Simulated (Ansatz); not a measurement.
A nudged elastic band was laid between two geometries of AlFH4SSi (8 atoms, charge 0, multiplicity 1).

Level of theory: RKS B3LYP/def2-SVP (Ansatz).

| Property | Result |
| --- | --- |
| movable images | 7 |
| climbing image | yes |
| spring | 5.0 eV/Å² |
| optimiser | quadratic models (default) |
| start path | through a guess of the saddle point |
| force threshold | 0.5 eV/Å |
| iteration limit | 43 |
| end points | relaxed |

First end point:

```xyz
8
Properties=species:S:1:pos:R:3
F 1.072 -1.672 -1.281
Al 0.011 -0.832 -0.297
Si 0.425 1.514 0.245
S -1.714 -1.961 0.441
H 0.521 2.333 -1.002
H -0.677 2.064 1.089
H 1.711 1.659 0.993
H -1.348 -3.104 -0.188
```

Last end point:

```xyz
8
Properties=species:S:1:pos:R:3
F 1.109 -1.969 0.687
Al 0.016 -0.882 0.037
Si 0.424 1.521 0.198
S -1.741 -1.754 -0.938
H -0.701 2.292 -0.411
H 0.564 1.935 1.628
H 1.687 1.887 -0.515
H -1.357 -3.029 -0.686
```

(1) What changes between the two ends?

(2) Give the energies along the band, and the barrier.

(3) What is the geometry of the highest image?

## Answers

(1) No bond is made or broken. The dihedral S4–Al2–Si3–H5 goes from -123 to 2°. The two ends are copies of one structure, up to a mirror image or an exchange of like atoms.

(2) The run converged. The highest image is number 5 of 0 to 8, 2.6 kJ/mol above the ends, which have the same energy within 2 meV. The threshold of 0.5 eV/Å is loose, so the images may lie well off the minimum-energy path. The order of the stationary point at the top wasn't checked.

```tsv
image	path coordinate (Å)	energy (kJ/mol)	dihedral S4–Al2–Si3–H5 (°)
0	0.00	0.0	-123
1	0.46	0.5	-107
2	0.92	1.3	-91
3	1.38	1.6	-74
4	1.85	1.4	-58
5	2.31	2.6	-42
6	2.78	2.5	-27
7	3.24	1.1	-12
8	3.71	0.0	2
```

(3) 
```xyz
8
Properties=species:S:1:pos:R:3
F 1.340 -1.954 -0.072
Al 0.069 -0.879 -0.051
Si 0.420 1.545 0.207
S -1.891 -1.802 -0.437
H -0.352 2.375 -0.777
H -0.012 1.950 1.588
H 1.881 1.850 0.053
H -1.454 -3.086 -0.511
```

Time of the run: 2.9 min on 1 thread of Arm Neoverse N1 (shared host), peak memory 0.17 GiB.
